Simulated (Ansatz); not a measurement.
Results of the Gaussian-basis code of Ansatz.

A structure relaxed at PBE0-D4/def2-TZVP, charge 0, multiplicity 1:

```xyz
9

F    -1.639   -0.751    0.837
C    -0.328   -0.520    0.624
C     0.164   -0.339   -0.791
F     1.320   -0.925   -1.163
C     0.155    0.812    0.158
F    -0.711    1.799   -0.067
F     1.296    1.274    0.665
H     0.338   -1.044    1.305
H    -0.595   -0.307   -1.568
```

Problem. Give its formula and SMILES.

Solution. C3H2F4, `F[C@H]1[C@H](F)C1(F)F`.

Problem. Point group (tolerance 0.08 Å, 0.16 Å for H)?

Solution. C2.

Problem. Summarise the bond lengths by kind.

Solution. 4 × C–F 1.332 to 1.348 Å; 3 × C–C 1.492 to 1.508 Å; 2 × C–H 1.087 Å.
